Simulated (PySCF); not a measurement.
PySCF job for Si(CCH)2(Cl)2 (C4H2Cl2Si), SMILES C#C[Si](Cl)(Cl)C#C, PBE/pcSseg-1. Coordinates come from a PBE0-D3(BJ)/def2-SVP optimisation.

```python
import numpy as np
from pyscf import gto, scf, dft
from pyscf.prop.nmr import rks as nmr

mol = gto.M(
    atom='''
    C    -2.49351345    0.00000001    1.76099325
    C    -1.49498362    0.00000000    1.06718413
    Si   -0.00000000   -0.00000000    0.03922726
    Cl    0.00000001    1.66725381   -1.15398445
    Cl   -0.00000000   -1.66725381   -1.15398446
    C     1.49498362   -0.00000001    1.06718414
    C     2.49351343   -0.00000001    1.76099327
    H    -3.37799935    0.00000000    2.37408058
    H     3.37799933   -0.00000001    2.37408061
    ''',
    basis='pcSseg-1',
    charge=0,
    spin=0,
    max_memory=1600,
    verbose=3,
)
mf = dft.RKS(mol, xc='pbe')
mf.grids.level = 3
mf.conv_tol = 1e-10
mf.max_cycle = 100
mf.kernel()
n = nmr.NMR(mf)
n.verbose = 2
n.max_cycle_cphf = 60
sigma = n.kernel()
print('atom   isotropic/ppm   span/ppm')
for i, s in enumerate(sigma):
    w = np.linalg.eigvalsh((s + s.T) / 2)
    print(f'{mol.atom_symbol(i):2s}{i + 1:3d} {w.mean():14.3f} {w[2] - w[0]:11.3f}')
```

Program output:

```
converged SCF energy = -1362.72824219485
atom   isotropic/ppm   span/ppm
C   1         79.230     230.637
C   2         95.600     291.599
Si  3        375.681      69.938
Cl  4        789.089     299.148
Cl  5        789.089     299.148
C   6         95.600     291.599
C   7         79.230     230.637
H   8         28.628      13.708
H   9         28.628      13.708
```

The run converged.

Cost: around 26 core-seconds (rough).
